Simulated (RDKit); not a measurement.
Input file for RDKit: UFF on GeH5NO (SMILES [NH2][GeH2][OH]), a point of a torsion scan.

```python
from rdkit import Chem
from rdkit.Chem import AllChem, rdDetermineBonds

blocks = [
'''8

N     1.39240570   -0.19957229    0.09914303
Ge   -0.24432512    0.54063039    0.15172175
O    -1.26995988   -0.80933339    0.56887799
H     1.40920168   -1.18752944    0.30480294
H     2.00404659   -0.00605982   -0.67796870
H    -0.70185430    1.13965849   -1.16004039
H    -0.31546888    1.56474393    1.25402540
H    -2.17544681   -0.62107636    0.80107161
''',
]
mol = None
for b in blocks:
    f = Chem.MolFromXYZBlock(b)
    rdDetermineBonds.DetermineBonds(f, charge=0)
    mol = f if mol is None else Chem.CombineMols(mol, f)
Chem.SanitizeMol(mol)
print(Chem.MolToSmiles(Chem.RemoveHs(mol)))
ff = AllChem.UFFGetMoleculeForceField(mol, vdwThresh=100.0, ignoreInterfragInteractions=False)
e = ff.CalcEnergy()
print(f'UFF energy {e:.6f} kcal/mol')
```

It printed:

```
[NH2][GeH2][OH]
UFF energy 14.361025 kcal/mol
```

The run finished.

Cost: around 0.010 core-seconds (rough).
